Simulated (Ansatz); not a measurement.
This singlet lies 1.60 eV below the relaxed triplet at the level frozen-core CCSD(T)/cc-pVTZ // PBE0-D3(BJ)/def2-SVP (Ansatz, a quantum-chemistry and plane-wave program).

These are PBE0-D3(BJ)/def2-SVP (Ansatz) values and carry that method's errors. No frequencies were computed at this level.

Ansatz 0.2 input:
```yaml
crystal:
  periodic: [false, false, false]
  atoms:
    - { symbol: C, position_ang: [-1.105043, -0.029139, -0.019881] }
    - { symbol: Si, position_ang: [0.497832, -0.047321, -1.063452] }
    - { symbol: S, position_ang: [1.909128, 0.071507, 0.621472] }
    - { symbol: H, position_ang: [-1.991013, -0.113948, -0.64542] }
    - { symbol: H, position_ang: [-1.187975, 0.895911, 0.549964] }
    - { symbol: H, position_ang: [-1.120188, -0.854093, 0.692711] }
    - { symbol: H, position_ang: [2.997261, 0.077083, -0.135394] }
basis:
  gaussian: { orbitals: def2-svp }
hamiltonian:
  xc: pbe0
  dispersion: d3bj
relax:
  max_steps: 150
```

Output:

```
Functional definition: PBE0
728 factors; integrals over basis functions are off by at most 3.5e-4 eV
mean field evaluation 1: about -19795.2862 eV, gradient 4.3e1 eV
mean field evaluation 2: about -19792.8613 eV, gradient 4.9e1 eV
mean field evaluation 4: about -19799.8716 eV, gradient 1.0e0 eV
mean field evaluation 8: about -19799.8803 eV, gradient 2.0e-2 eV
mean field -19799.88034610 eV, -727.6321818781 hartree, gradient 2.3e-5 eV, S^2 0.000000; 0 other end points of the search recorded, 0 dependent functions left out
reference -19799.88036940 eV, -727.6321827346 hartree; 20, 20 occupied and 50, 50 virtual orbitals, 728 factors
relax step   1: F+E_penalty+E_count = -19800.01808034 eV  Δ(F+E_penalty+E_count) = +0.000e0 eV  max|allowed force component| = 1.124e0 eV/Å  Δτ_max = 0.0000 Å  (24 SCF iters, accepted)
these checks for a lower state are left out or cut short: starts, cluster_reference, orbital_swaps, neighbouring_geometries, increment
728 factors; integrals over basis functions are off by at most 3.6e-4 eV
mean field evaluation 16: about -19799.9090 eV, gradient 2.8e-2 eV
mean field -19799.91497127 eV, -727.6334543299 hartree, gradient 6.1e-5 eV, S^2 0.000000; 0 other end points of the search recorded, 0 dependent functions left out
reference -19799.91499450 eV, -727.6334551834 hartree; 20, 20 occupied and 50, 50 virtual orbitals, 728 factors
relax step   2: F+E_penalty+E_count = -19800.05410182 eV  Δ(F+E_penalty+E_count) = -3.602e-2 eV  max|allowed force component| = 2.984e-1 eV/Å  Δτ_max = 0.0764 Å  (24 SCF iters, accepted)
these checks for a lower state are left out or cut short: starts, cluster_reference, orbital_swaps, neighbouring_geometries, increment
728 factors; integrals over basis functions are off by at most 3.6e-4 eV
mean field -19799.91964982 eV, -727.6336262631 hartree, gradient 5.9e-5 eV, S^2 0.000000; 0 other end points of the search recorded, 0 dependent functions left out
reference -19799.91967314 eV, -727.6336271202 hartree; 20, 20 occupied and 50, 50 virtual orbitals, 728 factors
relax step   3: F+E_penalty+E_count = -19800.05850103 eV  Δ(F+E_penalty+E_count) = -4.399e-3 eV  max|allowed force component| = 1.337e-1 eV/Å  Δτ_max = 0.0663 Å  (25 SCF iters, accepted)
these checks for a lower state are left out or cut short: starts, cluster_reference, orbital_swaps, neighbouring_geometries, increment
728 factors; integrals over basis functions are off by at most 3.6e-4 eV
mean field -19799.92223062 eV, -727.6337211059 hartree, gradient 5.6e-5 eV, S^2 0.000000; 0 other end points of the search recorded, 0 dependent functions left out
reference -19799.92225392 eV, -727.6337219622 hartree; 20, 20 occupied and 50, 50 virtual orbitals, 728 factors
relax step   4: F+E_penalty+E_count = -19800.06106346 eV  Δ(F+E_penalty+E_count) = -2.562e-3 eV  max|allowed force component| = 2.936e-2 eV/Å  Δτ_max = 0.0296 Å  (25 SCF iters, accepted)
these checks for a lower state are left out or cut short: starts, cluster_reference, orbital_swaps, neighbouring_geometries, increment
728 factors; integrals over basis functions are off by at most 3.6e-4 eV
mean field evaluation 32: about -19799.9224 eV, gradient 1.8e-4 eV
mean field -19799.92237222 eV, -727.6337263097 hartree, gradient 1.7e-5 eV, S^2 0.000000; 0 other end points of the search recorded, 0 dependent functions left out
reference -19799.92239552 eV, -727.6337271658 hartree; 20, 20 occupied and 50, 50 virtual orbitals, 728 factors
relax step   5: F+E_penalty+E_count = -19800.06116417 eV  Δ(F+E_penalty+E_count) = -1.007e-4 eV  max|allowed force component| = 8.704e-3 eV/Å  Δτ_max = 0.0052 Å  (22 SCF iters, accepted)
728 factors; integrals over basis functions are off by at most 3.6e-4 eV
mean field -19799.92237222 eV, -727.6337263097 hartree, gradient 1.7e-5 eV, S^2 0.000000; 1 other end points of the search recorded, 0 dependent functions left out
reference -19799.92239552 eV, -727.6337271658 hartree; 20, 20 occupied and 50, 50 virtual orbitals, 728 factors
Total energy: -19800.06118746 eV, -727.6388276758 hartree
Atom 0 at    -1.089634    -0.030647    -0.016125 Å, force     0.008524    -0.002597    -0.008704 eV/Å
Atom 1 at     0.504875    -0.044077    -1.069849 Å, force    -0.002141     0.000929     0.006466 eV/Å
Atom 2 at     1.849913     0.075440     0.597593 Å, force     0.004215    -0.001574    -0.006207 eV/Å
Atom 3 at    -1.980115    -0.114171    -0.657649 Å, force    -0.001969     0.000389    -0.002378 eV/Å
Atom 4 at    -1.171516     0.904986     0.563865 Å, force    -0.003389     0.003443     0.003559 eV/Å
Atom 5 at    -1.105611    -0.863297     0.707825 Å, force    -0.001893    -0.001193     0.004979 eV/Å
Atom 6 at     2.992089     0.071765    -0.125660 Å, force    -0.003347     0.000602     0.002285 eV/Å
Dipole moment:    -0.061140    -0.000403    -0.000799 e Å
```

Cost: roughly 14 core-seconds.
